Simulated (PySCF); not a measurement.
Computed IR spectrum (relative IR intensity) of a molecule C5H8O. Geometry optimised at B3LYP-D3(BJ)/def2-SVP. One conformer was computed; it need not be the lowest. Level of theory: B3LYP-D3(BJ)/def2-SVP in PySCF. Frequencies are harmonic and unscaled.

```csv
ν (cm⁻¹),relative intensity
179,3.1
304,7.4
491,5.2
658,35
781,13
861,11
907,16
932,12
987,13
1001,3.3
1030,12
1049,11
1132,79
1211,59
1222,8.9
1255,32
1310,7.6
1350,3.2
1369,6.1
1408,14
1415,7.5
1441,6.4
1461,4.8
1481,3.7
2925,100
2967,93
3017,38
3059,77
3100,53
3153,8.3
3174,30
```

**Question.** Which molecule gave these data?
A) CC#CCCO
B) C1=CCOCC1
C) C=CCOC=C
D) C#C[C@H](C)CO

**Answer.** B, C1=CCOCC1
